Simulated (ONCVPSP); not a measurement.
# Which setting gave this result? (titanium (Ti), ONCV)

Base potential:

Ti (Z = 22), optimised norm-conserving Vanderbilt (ONCV), made with ONCVPSP 4.0.1 (PBEsol, scalar-relativistic). Core [Ne], reference 3s2 3p6 3d3 4s1. Waves: 3s+4s: rc 1.40 bohr, ncon 3, nbas 7, qcut 10.7 1/bohr, 2 projectors; 3p: rc 1.75 bohr, ncon 4, nbas 9, qcut 7.8 1/bohr, 2 projectors, debl 2.2 Ha; 3d: rc 1.25 bohr, ncon 5, nbas 9, qcut 8.9 1/bohr, 2 projectors, debl 1 Ha. Local part: polynomial inside 1.15 bohr (lpopt 5, dvloc0 6 Ha). Core correction: Teter function, parameters optimised by the program.

Cutoffs, loose and tight: the cutoffs (Ha) at which the residual kinetic energy of the hardest occupied pseudo-wave falls to 1 and 0.1 mHa per electron. They do not see the model core or the augmentation charge, which bear on the density cutoff. Test errors are all-electron minus pseudo excitation energies from the reference, over the configurations 3s2 3p6 3d2 4s2; 3s2 3p6 3d2 4s1; 3s2 3p6 3d2 4s0; 3s2 3p6 3d2 4s0 4p1; variants that change the core or the reference have their own tests.

Only the scale of all radii but the core radius (base = 1) is moved:

| scale of all radii but the core radius (base = 1) | cutoff, loose | cutoff, tight | bound ghosts | largest test error (meV) |
| --- | --- | --- | --- | --- |
| 0.81 | 240 Ha | 286 Ha | none | +4.4 over the solved tests; 2 of 4 tests not solved or not reliable |
| 0.88 | 194 Ha | 241 Ha | none | +4.4 over the solved tests; 2 of 4 tests not solved or not reliable |
| 0.97 | 102 Ha | 189 Ha | none | +4.5 over the solved tests; 2 of 4 tests not solved or not reliable |
| 1.14 | 38 Ha | 121 Ha | none | -3.0 over the solved tests; 2 of 4 tests not solved or not reliable |
| 1.23 | 35 Ha | 50 Ha | s | -1.3 over the solved tests; 2 of 4 tests not solved or not reliable |
| 1.3 | 33 Ha | 39 Ha | none | +3.3 over the solved tests; 2 of 4 tests not solved or not reliable |

**Question.** One more run gave cutoff, loose: 42 Ha; cutoff, tight: 146 Ha; bound ghosts: none; largest test error (meV): -3.3 over the solved tests; 2 of 4 tests not solved or not reliable. Which value of the scale of all radii but the core radius (base = 1) was used?

**Answer.** 1.07. The loose cutoff moves one way along this sweep, from 240 Ha at 0.81 to 33 Ha at 1.3, which places the run between 0.97 and 1.14.
